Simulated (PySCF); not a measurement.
Species: C3H10SSi.
Cartesian coordinates in Å at the PBE0-D3(BJ)/def2-SVP level; atoms count from 1:
```xyz
15
C3H10SSi angstrom
C     -1.903   -0.184   -0.702
C     -0.594    0.115    0.010
C     -0.611   -0.327    1.462
S      0.752   -0.720   -0.949
Si     2.481    0.269   -0.174
H     -2.734    0.331   -0.195
H     -2.117   -1.265   -0.690
H     -1.876    0.148   -1.750
H     -0.395    1.198   -0.048
H     -1.426    0.180    2.005
H      0.332   -0.090    1.977
H     -0.771   -1.414    1.535
H      3.611   -0.130   -1.062
H      2.810   -0.118    1.233
H      2.287    1.752   -0.211
```

Computed with PySCF at CAM-B3LYP/def2-SVPD, non-relativistic, on one gas-phase PBE0-D3(BJ)/def2-SVP geometry that isn't relaxed in the solvent. The solvent is an IEF-PCM continuum (van der Waals radii × 1.2). The model holds no explicit solvent molecules, cavitation or dispersion.

Gas phase at CAM-B3LYP/def2-SVPD: HOMO -8.20 eV, LUMO 0.99 eV, dipole 1.68 D.

What does the continuum do to the energy, the frontier levels and the dipole at CAM-B3LYP/def2-SVPD in chloroform and tetrahydrofuran?

```
        solvent      ε  E(solvent) − E(gas) (kJ/mol)  polarisation term (kJ/mol)  distortion of the solute (kJ/mol)  HOMO (eV)  LUMO (eV)  dipole (D)
     chloroform  4.711                         -7.08                       -8.07                               0.99      -8.25       1.06        2.19
tetrahydrofuran  7.426                         -8.21                       -9.59                               1.38      -8.27       1.06        2.28
```

The polarisation term is half the interaction of the solute with the surface charges that it induces; the rest is the cost of distorting the solute's density. The sum is the electrostatic part of solvation alone. From chloroform to tetrahydrofuran the lowering changes by a factor 1.16, Onsager's factor (ε − 1)/(2ε + 1) by 1.14 and ε itself by 1.6.

Which radius a makes the point-dipole formula ΔE = −[(ε − 1)/(2ε + 1)]·μ²/a³ give the value in tetrahydrofuran, with the gas-phase dipole?

μ = 0.661 au and |ΔE| = 0.00313 Eh give a = 2.03 Å; the farthest nucleus lies 3.82 Å from the centroid of the nuclei, so such a sphere wouldn't even hold the nuclei. The formula assumes a rigid point dipole at the centre of a sphere.

Give the dipole vector in the frame of the coordinates (D, pointing from negative to positive charge), gas and tetrahydrofuran.

Gas (-0.89, 0.94, 1.07), solvent (-1.10, 1.34, 1.48). Its length changes by +36 % and its direction by 3°.

How does the static polarisability (CAM-B3LYP/def2-SVPD, frozen core, with the continuum's full static response) change?

```csv
medium,isotropic (au),principal values (au),⟨r²⟩ of the electrons (bohr²)
gas,87.9,"74.8, 83.0, 106.0",877.6
chloroform,110.4,"96.2, 105.9, 129.1",877.3
tetrahydrofuran,114.6,"100.8, 110.3, 132.7",877.2
```

The isotropic value in tetrahydrofuran is 1.30 times the gas-phase one; no cavity-field correction is applied. ⟨r²⟩ is taken about the centre of nuclear charge.

Cost: about 60 s of CPU time on one thread; the machine was shared, so the figure is rough. This is the whole response run at CAM-B3LYP/def2-SVPD in tetrahydrofuran, SCF included.
